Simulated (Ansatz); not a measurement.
PBE exchange is replaced step by step with exact exchange (0 % is PBE, 25 % PBE0; no dispersion term), basis def2-TZVP, Ansatz. System: Li2Br2⁺ (the lowest doublet isomer of a short search). The state is a doublet with charge 1. Geometry: r2SCAN-D4/def2-TZVP, each spin state at its own.

The relaxed quartet has other bonds than the doublet, so its gap is one between isomers.

Geometry of the doublet:

```xyz
4

Li    1.094   -1.591    0.289
Li   -0.943    1.511   -0.798
Br   -1.251   -0.808    0.038
Br    1.101    0.888    0.470
```

In the doublet, Br3 and Br4 lie 2.93 Å apart (atoms count from 1), so these atoms are partly bonded to each other. In the quartet, Br3 and Br4 lie 2.67 Å apart (atoms count from 1), so these atoms are partly bonded to each other. The structure comes from a short search, and lower isomers may exist.

HOMO and LUMO are taken over both spins.

```
exact exchange (%)  HOMO (eV)  LUMO (eV)  gap (eV)   ⟨S²⟩  quartet − doublet (kJ/mol)
                 0     -11.01     -10.12      0.89  0.752                       507.4
                 5     -11.27      -9.96      1.31  0.752                       515.8
                10     -11.53      -9.80      1.73  0.753                       524.3
                15     -11.79      -9.63      2.16  0.753                       532.7
                35     -12.85      -8.98      3.87  0.756                       565.5
                50     -13.66      -8.48      5.18  0.758                       586.1
```

(1) Fit a straight line to the column «quartet − doublet (kJ/mol)» against the share of exact exchange and predict its value at 25 %.

Results:

(1) With x = exact exchange (%) and y = quartet − doublet (kJ/mol): mean x = 19.17, mean y = 538.6; Σ(x − x̄)(y − ȳ) = 2967, Σ(x − x̄)² = 1871; slope b = 1.586, intercept a = ȳ − b·x̄ = 508.2. The residuals of the fitted rows reach 1.8. At x = 25 the line gives 508.2 + (1.586 × 25) = 547.9; the run gave 549.3, 1.4 more than the line.
